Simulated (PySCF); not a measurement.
## Telling isomers of C$_{7}$H$_{6}$O$_{2}$ apart by NMR

Relativity neglected, equivalent nuclei averaged, one conformer, in vacuum. PBE0/pcSseg-1 with gauge-including orbitals; structure optimised with GFN2-xTB; PySCF.

Shifts are taken against calculated references (same method and geometry level): ¹H and ¹³C vs TMS. Where no couplings were computed, multiplicities follow the n + 1 count of equivalent neighbours, and m marks all less simple cases (inequivalent or close neighbours, rings, F or P nearby). Acid and N–H amide carbonyl carbons lie up to 10 ppm further downfield in solution (hydrogen bonding). Shifts are as computed. Against solution values, carbons near 30 ppm lie about +3 ppm off and those near 130 ppm about +5 ppm. Of 1211 compounds with measured shifts, 218 miss one by over three times the rms of a fit or turn the order of signals round; such compounds aren't used in these exercises. OH and NH positions are gas-phase values without hydrogen bonding to other molecules.

(1) Tabulate the signals of `C=C=C=C(C=C)C(=O)O`, `CC1=CC(=O)C(=O)C=C1` and their relative energies.

(2) What is the quickest way to tell C=C=C=C(C=C)C(=O)O from CC1=CC(=O)C(=O)C=C1?

Answers

(1) 
```json
{"SMILES": "C=C=C=C(C=C)C(=O)O", "carbon types": "4×C 1×CH 2×CH2", "δC": "196.3, 177.9, 168.5, 139.8, 132.1, 115.7, 111.3", "δH": "7.57 (m, 1H), 6.57 (m, 1H), 6.02 (br s, 1H), 6.00 (m, 1H), 5.97 (s, 2H)", "E rel. (kcal/mol)": "36.8"}
{"SMILES": "CC1=CC(=O)C(=O)C=C1", "carbon types": "3×C 3×CH 1×CH3", "δC": "184.9, 183.9, 155.5, 146.2, 135.3, 133.8, 24.8", "δH": "6.88 (d, 1H), 6.19 (s, 1H), 6.19 (d, 1H), 2.15 (s, 3H)", "E rel. (kcal/mol)": "0.0"}
```

Energies are electronic energies at PBE0/pcSseg-1 on these geometries, without zero-point or thermal terms, each for the one conformer computed, which needn't be the lowest.

(2) Both give the same number of carbon signals, but DEPT or the intensities differ. The first has a terminal =CH2 carbon at 132.1 ppm, the second an allylic methyl carbon (CH3) at 24.8 ppm. Their most deshielded carbons lie at 196.3 and 184.9 ppm. In the proton spectra the most deshielded non-exchanging signals are 7.57 (m, 1H) and 6.88 (d, 1H).
